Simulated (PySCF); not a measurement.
Excitation energy of Ga by level of theory

Ga [Ar] 3d10 4s2 4p1 (2P) → Ga [Ar] 3d10 4s1 4p1 5s1 (4P), as a difference of total energies. Computed with PySCF 2.14 in aug-cc-pVTZ-PP with one added diffuse shell each of s, d, f type with ECP10MDF (7s5p5d3f, 68 functions), with scalar relativity through the core potential. Correlated levels: valence: 3s2 3p6 3d10 frozen. The calculations carry no spin-orbit coupling.

```tsv
method	excitation energy (eV)
UHF	7.249
MP2 (valence)	8.027
SCS-MP2 (valence)	8.260
CCSD (valence)	8.270
CCSD(T) (valence)	8.292
```

Q: How much does correlation contribute at CCSD(T) (valence)?

A: 8.292 − (7.249) = 1.043 eV, measured against UHF.

The upper state lies above the first ionisation limit, but in LS coupling its spin forbids autoionisation to the ground ion. A Rydberg-like electron needs more diffuse functions than a valence basis has.

The promoted electron is Rydberg-like, and one or two diffuse shells describe it only roughly, which tends to raise the upper state.
